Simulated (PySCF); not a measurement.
Species: C4H12GaNSi.
Numbering: `[SiH3:1][NH:2][Ga:3]1[CH2:4][CH2:5][CH2:6][CH2:7]1` (hydrogens: H8, H9, H10 on Si1; H11 on N2; H12, H13 on C4; H14, H15 on C5; H16, H17 on C6; H18, H19 on C7)

Computed with PBE0-D3(BJ)/def2-SVP geometry optimisation, gas phase (PySCF 2.14.0).

(1) Give the optimised bond lengths and angles.

Answers

(1) 
```csv
bond,length (Å),order
Si1–N2,1.737,single
N2–Ga3,1.833,single
"Ga3–C4, Ga3–C7",1.979,single
"C4–C5, C6–C7",1.537,single
C5–C6,1.541,single
"Si1–H8, Si1–H9, Si1–H10",1.498,single
N2–H11,1.017,single
C4–H12 and 3 like bonds,1.102,single
C5–H14 and 3 like bonds,1.105,single
```

Bonds in one row agree within 0.01 Å and their mean is given. Orders are formal, as drawn. A selection of angles:
```csv
angle,degrees
N2–Si1–H8,112.7
N2–Si1–H9,107.4
H8–Si1–H9,108.7
H8–Si1–H10,106.6
Si1–N2–Ga3,127.6
Si1–N2–H11,116.4
Ga3–N2–H11,116.0
N2–Ga3–C4,132.1
C4–Ga3–C7,96.7
Ga3–C4–C5,99.9
Ga3–C4–H12,116.0
Ga3–C4–H13,109.7
C5–C4–H12,113.1
C5–C4–H13,111.1
H12–C4–H13,106.9
C4–C5–C6,111.7
C4–C5–H14,111.9
C4–C5–H15,109.0
C6–C5–H14,109.8
C6–C5–H15,108.3
H14–C5–H15,105.9
```

Torsions: Si1–N2–Ga3–C4 180° (antiperiplanar); N2–Ga3–C4–C5 167° (antiperiplanar); Ga3–C4–C5–C6 36° (synclinal); C4–C5–C6–C7 -52° (synclinal); C5–C6–C7–Ga3 36° (synclinal); N2–Ga3–C7–C6 168° (antiperiplanar). The mirror-image conformer, all signs reversed, is as good.

Ga3 (gallium bonded to 2 C and N) is planar (angles 132.1°, 131.2° and 96.7°, sum 360.0°, 0.00 Å off the plane of its three neighbours). Si1 (SiH3 silicon) is tetrahedral (angles from 106.6° to 112.7°). N2 (silicon-bound nitrogen) is planar (angles 127.6°, 116.4° and 116.0°, sum 360.0°, 0.00 Å off the plane of its three neighbours). The 5-membered ring Ga3–C4–C5–C6–C7 has internal angles of 96.7° to 111.7°; it is puckered, 0.19 Å rms from its mean plane, widest ring torsion 52°.

Point group: C1 (no symmetry element, even within 0.4 Å). Whether it is a minimum is left open (no frequencies). The numbers are those of one conformer.
